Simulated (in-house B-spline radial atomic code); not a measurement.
Radial electron density of N II (N+), [He] 2s2 2p2. Level of theory: non-relativistic revTPSS, spin-polarised, spherical fractional occupations, point nucleus; calculated with a B-spline radial code for spherical atoms.

Columns: r (bohr), 4πr²n(r) (electrons per bohr), bar.

```
 0.00854    0.169 #
 0.00998   0.2262 #
  0.0117   0.3035 ##
  0.0136   0.3993 ##
   0.016   0.5344 ###
  0.0187    0.703 ####
  0.0218    0.915 #####
  0.0255    1.189 #######
  0.0298    1.529 #########
  0.0349    1.954 ############
  0.0408    2.459 ###############
  0.0477    3.054 ##################
  0.0558    3.735 ######################
  0.0652    4.477 ###########################
  0.0762    5.253 ###############################
  0.0891    6.013 ####################################
   0.104    6.676 ########################################
   0.122    7.183 ###########################################
   0.142    7.413 ############################################
   0.167    7.314 ###########################################
   0.195    6.853 #########################################
   0.228    6.057 ####################################
   0.266    5.049 ##############################
   0.311    3.967 ########################
   0.364    3.016 ##################
   0.426    2.378 ##############
   0.498    2.143 #############
   0.582    2.272 #############
   0.681    2.628 ################
   0.796    2.996 ##################
    0.93     3.18 ###################
    1.09    3.068 ##################
    1.27    2.677 ################
    1.49    2.061 ############
    1.74    1.404 ########
    2.03   0.8325 #####
    2.38   0.4134 ##
    2.78   0.1769 #
    3.25  0.06305 
     3.8  0.01821 
    4.44 0.004162
```

On this grid the curve has 2 maxima, near 0.142, 0.93 bohr.

The 2s down radial function P(r) = rR(r), positive near the nucleus:

```tsv
r (bohr)	P
0.00286	0.02302
0.00391	0.03124
0.00534	0.04224
0.0073	0.05695
0.00998	0.0764
0.0136	0.1015
0.0187	0.1346
0.0255	0.1747
0.0349	0.2234
0.0477	0.2778
0.0652	0.3328
0.0891	0.3774
0.122	0.3933
0.167	0.3545
0.228	0.2345
0.311	0.01734
0.426	-0.2873
0.582	-0.6116
0.796	-0.8561
1.09	-0.9075
1.49	-0.7471
2.03	-0.4608
2.78	-0.2
3.8	-0.05629
```
